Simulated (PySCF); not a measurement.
# Electron correlation in P²⁺ (phosphorus, charge +2)

[Ne] 3s1 3p1 4s1, high-spin 4P determinant (an excited configuration). All numbers are calculated (PySCF 2.14, the non-relativistic Hamiltonian (point nucleus), in aug-cc-pV(T+d)Z with one added diffuse shell each of s, p, d, f type (7s6p5d3f, 71 functions)). Frozen: [Ne]; 3 electrons correlated.

| level | correlation energy (mhartree) |
| --- | --- |
| CCSD | -14.49 |
| (T) | -0.42 |
| CCSD(T) | -14.91 |

Diagnostics: T1 = 0.025, D1 = 0.0597, largest double amplitude 0.118.

The outer electron is Rydberg-like, and this basis confines it to a smaller radius and binds it less than a complete one would.

Cost of the coupled-cluster step: about 10 core-seconds, for 3 correlated electrons.

Iterations:

```
CC2 = 0
CCSD nocc = (np.int64(3), np.int64(0)), nmo = (66, 66)
frozen orbitals [[0, 1, 2, 3, 4], [0, 1, 2, 3, 4]]
max_cycle = 100
direct = 0
conv_tol = 1e-08
conv_tol_normt = 1e-06
diis_space = 8
diis_start_cycle = 0
Init t2, MP2 energy = -0.00978662719369498
Init E_corr(UCCSD) = -0.00978662719405528
cycle = 1  E_corr(UCCSD) = -0.0133185301191967  dE = -0.00353190293  norm(t1,t2) = 0.0352663
cycle = 2  E_corr(UCCSD) = -0.014839105405632  dE = -0.00152057529  norm(t1,t2) = 0.0255832
cycle = 3  E_corr(UCCSD) = -0.0145387396243031  dE = 0.000300365781  norm(t1,t2) = 0.0315297
cycle = 4  E_corr(UCCSD) = -0.0158017806810321  dE = -0.00126304106  norm(t1,t2) = 0.0262094
cycle = 5  E_corr(UCCSD) = -0.015727695211444  dE = 7.40854696e-05  norm(t1,t2) = 0.0151056
cycle = 6  E_corr(UCCSD) = -0.0146663096656242  dE = 0.00106138555  norm(t1,t2) = 0.0142711
cycle = 7  E_corr(UCCSD) = -0.0145958790713234  dE = 7.04305943e-05  norm(t1,t2) = 0.00563706
cycle = 8  E_corr(UCCSD) = -0.0144380146298707  dE = 0.000157864441  norm(t1,t2) = 0.00164587
cycle = 9  E_corr(UCCSD) = -0.0145172901713336  dE = -7.92755415e-05  norm(t1,t2) = 0.000550654
cycle = 10  E_corr(UCCSD) = -0.014491460998508  dE = 2.58291728e-05  norm(t1,t2) = 0.000222771
cycle = 11  E_corr(UCCSD) = -0.0144941126329842  dE = -2.65163448e-06  norm(t1,t2) = 5.32346e-05
cycle = 12  E_corr(UCCSD) = -0.0144934933818699  dE = 6.19251114e-07  norm(t1,t2) = 1.69669e-05
cycle = 13  E_corr(UCCSD) = -0.0144937083761352  dE = -2.14994265e-07  norm(t1,t2) = 5.05555e-06
cycle = 14  E_corr(UCCSD) = -0.0144936812564698  dE = 2.71196653e-08  norm(t1,t2) = 4.74237e-07
cycle = 15  E_corr(UCCSD) = -0.0144936813994277  dE = -1.42957812e-10  norm(t1,t2) = 6.47021e-08
UCCSD converged
E(UCCSD) = -338.8806977258652  E_corr = -0.01449368139942765
UCCSD(T) correction = -0.000422725054353795
```
